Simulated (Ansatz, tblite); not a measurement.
Cost and result up the ladder for the cluster B₁₀⁺ (the lowest doublet isomer of a short search) (10 atoms). Total charge 1; doublet. Geometry: PBE0-D4/def2-SVP.

Cartesian coordinates in Å:
```
B 1.184 -1.808 0.413
B 0.075 1.007 -1.122
B -0.315 2.310 -0.324
B -1.019 0.071 0.826
B 0.415 1.180 0.678
B 0.807 -0.360 0.979
B 0.191 -0.611 -1.359
B -0.507 -1.321 0.184
B -1.307 1.635 0.658
B 0.475 -2.103 -0.933
```

Ansatz on 4 threads of Arm Neoverse V1 on a shared host; xTB runs through tblite on one thread. Times are rough, summed over both states, and most runs start from the orbitals of an earlier one. CAM-B3LYP-D4/def2-TZVP serves as the yardstick here, not as an exact answer. Differences are given only for rows in sets of like size (and for xTB, whose basis is part of the method), since another set adds its own error. The other state is a quartet at its own geometry, which has other bonds, so the gap mixes isomer and spin.

The xTB rows come from tblite. Correlated methods freeze 10 core orbitals. The rows differ in basis, and correlated rows in double-zeta sets carry the largest basis error. The structure comes from a short search, and lower isomers may exist.

Run but left out: HF/STO-3G, MP2/def2-SVP, MP2/def2-TZVP (doublet: ⟨S²⟩ 0.93 to 1.48, where a pure state has 0.75).

Correlated methods converge slowly with the basis, most of all in double-zeta sets.

xTB has no spin-polarisation term.

```json
{"level": "GFN1-xTB", "functions": "40", "wall time": "0.012 s"}
{"level": "GFN2-xTB", "functions": "40", "wall time": "0.018 s"}
{"level": "PBE-D4/def2-TZVP", "functions": "310", "wall time": "20 s"}
{"level": "PBE0-D4/def2-TZVP", "functions": "310", "wall time": "38 s"}
{"level": "r2SCAN-D4/def2-TZVP", "functions": "310", "wall time": "48 s"}
{"level": "CAM-B3LYP-D4/def2-TZVP", "functions": "310", "wall time": "55 s"}
{"level": "B97M-V/def2-TZVP (with forces)", "functions": "310", "wall time": "75 s"}
{"level": "CCSD(T)/def2-SVP", "functions": "140", "wall time": "2.9 min"}
```

Problem. Estimate what each level gives for the quartet − doublet (eV).

Solution. 
```
                         level  quartet − doublet (eV)  difference from CAM-B3LYP-D4/def2-TZVP (eV)                                                                           remarks
                      GFN1-xTB                    2.13                                         0.33                                                                                 –
                      GFN2-xTB                    2.08                                         0.28                                                                                 –
              PBE-D4/def2-TZVP                    1.40                                        -0.41                                                                                 –
             PBE0-D4/def2-TZVP                    1.43                                        -0.37                                                                                 –
           r2SCAN-D4/def2-TZVP                    1.18                                        -0.63                                                                                 –
        CAM-B3LYP-D4/def2-TZVP                    1.80                                         0.00                                                                                 –
B97M-V/def2-TZVP (with forces)                    1.35                                        -0.45                                                                                 –
              CCSD(T)/def2-SVP                    1.63                                            –  spin-contaminated (⟨S²⟩ 0.93) (doublet), spin-contaminated (⟨S²⟩ 3.95) (quartet)
```
